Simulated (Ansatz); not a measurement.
Conformers of C$_{2}$H$_{8}$SSi$_{2}$, SMILES `C=C[SiH2]S[SiH3]`, each relaxed with PBE0-D4/def2-TZVP in Ansatz. CBS adds the triple-zeta coupled-cluster correction to the MP2 limit.

Not all of them had a frequency check.

Conformer A:

```xyz
13

C    -0.188    0.874    1.876
C    -0.692   -0.204    1.279
Si   -1.460   -0.128   -0.406
S    -0.374   -1.320   -1.816
Si    1.561   -0.478   -1.476
H    -0.217    1.852    1.404
H     0.274    0.829    2.858
H    -0.629   -1.163    1.790
H    -2.832   -0.696   -0.420
H    -1.485    1.295   -0.835
H     2.380   -0.817   -2.665
H     1.464    0.997   -1.330
H     2.199   -1.042   -0.260
```

Conformer B:

Cartesian coordinates in Å:
```
C 1.530 -1.596 2.024
C 1.516 -0.728 1.016
Si -0.047 0.076 0.434
S -0.408 -0.510 -1.597
Si -1.546 1.205 -2.163
H 2.446 -2.070 2.366
H 0.622 -1.873 2.552
H 2.452 -0.491 0.515
H 0.049 1.562 0.465
H -1.165 -0.356 1.313
H -0.685 2.411 -2.259
H -2.138 0.902 -3.488
H -2.628 1.469 -1.178
```

**Question.** Which is lowest in electronic energy at CCSD(T)/CBS (frozen core, def2 sets), and by how much? (Estimate.)

**Answer.** Computed: A; B lies 3.0 kJ/mol higher.

**Question.** Give the energies relative to A (kJ/mol) with PBE/def2-TZVPP, r2SCAN/def2-TZVPP, PBE0/def2-TZVPP, B3LYP/def2-TZVPP, SCS-MP2/def2-TZVPP, SCS-MP2/def2-QZVPP, HF/CBS(def2). (Best estimate.)

**Answer.** Ansatz gave: 
| level | B |
| --- | --- |
| PBE/def2-TZVPP | 1.3 |
| r2SCAN/def2-TZVPP | 2.7 |
| PBE0/def2-TZVPP | 1.3 |
| B3LYP/def2-TZVPP | 0.3 |
| SCS-MP2/def2-TZVPP | 2.9 |
| SCS-MP2/def2-QZVPP | 2.8 |
| HF/CBS(def2) | -0.4 |

B3LYP here is the variant with VWN-RPA as its local correlation; programs differ in this.
